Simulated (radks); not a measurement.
Values are calculated unless marked as measured or tabulated.
Cr I, 24 electrons, occupied as [Ar] 3d5 4s1.

Code: a radial shooting solver on a logarithmic mesh with Libxc functionals. Model: Dirac Kohn-Sham, PBEsol, spin-unpolarised, spherical densities, finite nucleus; open shells fill j = l - 1/2 first; Fermi nuclear charge, rms radius 3.6452 fm.

Energy parts (hartree):
total: -1049.47105
kinetic: 1061.66162
electron-nucleus: -2507.53510
Hartree: 443.94226
exchange-correlation: -47.53983

Orbitals (lengths in bohr, moments of r in powers of bohr; <r^-3> diverges for s and p1/2):
orbital,occ.,eigenvalue (hartree),<r^-3>
1s1/2,2,-215.8332,-
2s1/2,2,-24.47826,-
2p1/2,2,-20.79331,-
2p3/2,4,-20.47602,354.0
3s1/2,2,-2.70898,-
3p1/2,2,-1.68937,-
3p3/2,4,-1.65195,42.02
3d3/2,4,-0.10836,2.852
3d5/2,1,-0.10552,2.800
4s1/2,1,-0.14739,-

The highest occupied level is 3d5/2 at -2.871 eV. Summed over all electrons, <r^2> = 39.41 bohr^2, which gives a Langevin (diamagnetic) susceptibility term of -31.2 x 10^-6 cm^3/mol. The electron density at the nucleus is 1.141e+04 e/bohr^3.
